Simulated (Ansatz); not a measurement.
A structure relaxed at PBE0-D4/def2-TZVP, charge 0, multiplicity 1:

Cartesian coordinates in Å:
```
O 1.2642 -1.4299 -0.5810
C 0.4275 -0.4982 -0.1379
C -0.8556 -0.4061 0.2591
Si -0.0182 1.1747 0.3042
Cl -0.3385 2.6426 -1.0917
H 0.8013 -2.2759 -0.6452
H -1.7001 -1.0767 0.3624
H 0.4193 1.8695 1.5302
```

Give its formula and SMILES.

C2H3ClOSi, `OC1=C[SiH]1Cl`.

Summarise the bond lengths by kind.

1 × C–O 1.328 Å; 1 × H–O 0.966 Å; 1 × C–C 1.346 Å; 2 × C–Si 1.787 to 1.789 Å; 1 × C–H 1.083 Å; 1 × Cl–Si 2.051 Å; 1 × H–Si 1.476 Å.

All numbers were calculated with Ansatz.
